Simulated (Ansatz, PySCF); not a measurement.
Molecule: sum formula SnOF (charge 0, doublet). It need not be the lowest isomer of its formula. 
Coordinates optimised at B3LYP-D3(BJ)/def2-TZVP (Ansatz, a quantum-chemistry and plane-wave program):
SMILES: [O]=[Sn][F]
```xyz
3

Sn     0.1455    -0.1506     0.2621
O      0.8874     0.1914    -1.5703
F     -1.5973     0.6663    -0.0604
```
Charge 0, spin multiplicity 2.

Wanted: vertical ionisation energy (to the triplet state of charge +1; each state is the SCF solution reached for its spin; for the triplet T1 is 0.046), in eV. Cores are frozen in the correlated levels unless marked. Open shells are spin-unrestricted. No spin-orbit coupling. Frozen are the shells of the preceding noble gas and the d and f shells that filled before the atom's block. In def2 rows, elements after Kr have scalar-relativistic effective core potentials. CBS marks a two-point X^-3 extrapolation of the correlation energy; Hartree-Fock from the larger set. The bracket is a focal-point correction in the basis named.

| level | program | vertical ionisation energy (eV) | minus last row |
|---|---|---|---|
| HF/def2-TZVPPD | Ansatz | 9.55 | -1.05 |
| HF/def2-QZVPPD | Ansatz | 9.54 | -1.06 |
| CAM-B3LYP/def2-TZVPD | Ansatz | 10.74 | 0.14 |
| RI-MP2/def2-TZVPPD | Ansatz | 10.75 | 0.15 |
| CCSD/def2-TZVPPD | Ansatz | 10.45 | -0.15 |
| CCSD(T)/def2-TZVPPD | Ansatz | 10.47 | -0.13 |
| RI-MP2/CBS(def2-TZVPPD,def2-QZVPPD)+[CCSD(T)-MP2]/def2-TZVPPD | Ansatz | 10.60 | 0.00 |

For comparison, minus the highest occupied orbital energy (PySCF): 7.16 eV at BP86/def2-TZVPD, 7.00 eV at M06-L/def2-TZVPD, 9.38 eV at M06-2X/def2-TZVPD.
